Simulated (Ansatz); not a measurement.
Counterpoise correction, worked out

The pair of HBr (SMILES Br, atoms 1–2) and C₂H₄ (SMILES C=C, atoms 3–8), both closed shells, in one local arrangement (a lower one may exist), relaxed at PBE0-D4/def2-TZVP:

Br1  (-0.007, 0.208, -2.989)
H2  (-0.003, 0.109, -1.557)
C3  (0.406, 0.471, 0.793)
C4  (-0.403, -0.577, 0.719)
H5  (1.485, 0.358, 0.787)
H6  (0.022, 1.483, 0.867)
H7  (-1.482, -0.464, 0.730)
H8  (-0.019, -1.589, 0.650)
(Å)

Program: Ansatz 0.2.0. Basis: def2-TZVPPD. Cores are frozen in the correlated methods. Filled d shells of the heavier atoms are correlated. The def2 sets are not built for correlating such inner shells, so the correlated values are less sure here.

CCSD(T) total energies in eV:

| system | geometry | basis functions | energy |
| --- | --- | --- | --- |
| pair | pair | all | -72157.97861 |
| HBr | as in the pair | all (partner as ghosts) | -70023.37538 |
| C₂H₄ | as in the pair | all (partner as ghosts) | -2134.51005 |
| HBr | as in the pair | its own | -70023.34956 |
| C₂H₄ | as in the pair | its own | -2134.49762 |
| HBr | free (PBE0-D4 minimum) | its own | -70023.35389 |
| C₂H₄ | free (PBE0-D4 minimum) | its own | -2134.49517 |

**Question.** Work out the interaction energy with and without the counterpoise correction, the superposition error, and the binding energy from the relaxed fragments.

**Answer.** Without correction: -72157.97861 − (-70023.34956) − (-2134.49762) = -0.13143 eV.
With correction (each fragment in the whole basis): -72157.97861 − (-70023.37538) − (-2134.51005) = -0.09318 eV = -2.15 kcal/mol.
The superposition error is the difference, 0.03825 eV, 29 % of the uncorrected value: each fragment borrows its partner's functions.
Deformation from the free shapes: 0.00433 eV for HBr and -0.00245 eV for C₂H₄ (a small negative value is possible, since the free shapes are minima of another method).
Binding energy from relaxed fragments: -0.09318 + 0.00433 + (-0.00245) = -0.09130 eV = -2.11 kcal/mol (electronic, without zero-point energy; negative means bound). For comparison, the corrected interaction energy by CCSD(T) at an estimated basis limit (MP2 extrapolated from triple and quadruple zeta, plus CCSD(T) − MP2 in triple zeta) is -0.118 eV; triple zeta with the correction binds less.

The T1 diagnostic stays at or below 0.011.

For scale, one of the runs: CCSD(T)/def2-TZVPPD, 216 basis functions, launched by `ansatz run in.yaml --threads 4 --pin off --events-out ev --progress --plain --max-ram 9574MiB`. The run took 20 s on 4 CPU threads of an Intel Xeon 6975P-C (shared host), with 3.5 GiB of host memory at its peak.
